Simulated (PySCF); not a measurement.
C₅H₅ClFNO.
SMILES with atom numbers: `[N:1]#[C:2][CH2:3][O:4]/[C:5](=[CH:6]\[F:7])[CH2:8][Cl:9]` (hydrogens: H10, H11 on C3; H12 on C6; H13, H14 on C8)

Geometry (PBE0-D3(BJ)/def2-SVP, Å), atoms numbered from 1 in this order:
```xyz
14
C5H5ClFNO angstrom
N      3.3333   -1.6819    1.2381
C      2.5660   -0.9485    0.7812
C      1.6269    0.0040    0.1916
O      0.3293   -0.3221    0.6235
C     -0.7283    0.2384   -0.0027
C     -0.7688    1.4198   -0.6333
F      0.2725    2.2531   -0.7032
C     -1.9430   -0.6140    0.0789
Cl    -1.7499   -2.1092   -0.8883
H      1.9197    1.0235    0.4911
H      1.7024   -0.0569   -0.9087
H     -1.6609    1.7827   -1.1456
H     -2.1104   -0.9265    1.1189
H     -2.8300   -0.0818   -0.2847
```

Theory: PySCF 2.14.0, density-fitted response routines, TDDFT CAM-B3LYP/def2-SVPD, vertical, gas phase, core orbitals frozen in the response.

Ground-to-excited transition dipoles (e·a0, same axes as the geometry; the sign carries no meaning), for the states with f of 0.002 or more among the lowest 6:

```tsv
state	E (hartree)	μx	μy	μz
S1	0.2309	-0.024	-0.068	0.317
S2	0.2426	-0.072	1.239	-0.289
S3	0.2564	-0.034	-0.262	0.004
S4	0.2609	-0.298	0.324	-0.126
S6	0.2670	0.154	-0.207	0.180
```

Work out the oscillator strengths.

f = (2/3) ΔE |μ|² with ΔE in hartree (27.2114 eV).

```tsv
state	|μ|² (au)	|μ| (D)	f
S1	0.106	0.83	0.016
S2	1.624	3.24	0.263
S3	0.070	0.67	0.012
S4	0.210	1.16	0.036
S6	0.099	0.80	0.018
```

Which bond between heavy atoms lies closest to the direction of the S2 transition dipole?

C5–C6, at 15° from it; next C2–C3 at 40°.

What angle do the transition dipoles of S1 and S6 make?

|cos θ| = |μa·μb| / (|μa| |μb|) = 0.66, so θ ≈ 49° (taken between 0 and 90°, since the signs are arbitrary).

How is the summed strength of these states shared among x, y and z?

(2/3) Σ ΔE μα² gives 0.021 for x, 0.287 for y and 0.038 for z, 0.345 in all.

What peak molar absorption coefficient would the strongest computed level give as a lone Gaussian band 0.5 eV wide at half height?

ε(max) = 2.175×10⁸ f / FWHM, with the width in cm⁻¹. S2: 2.175×10⁸ × 0.2626 / 4033 ≈ 14000 L mol⁻¹ cm⁻¹.

One conformer stands for the species.
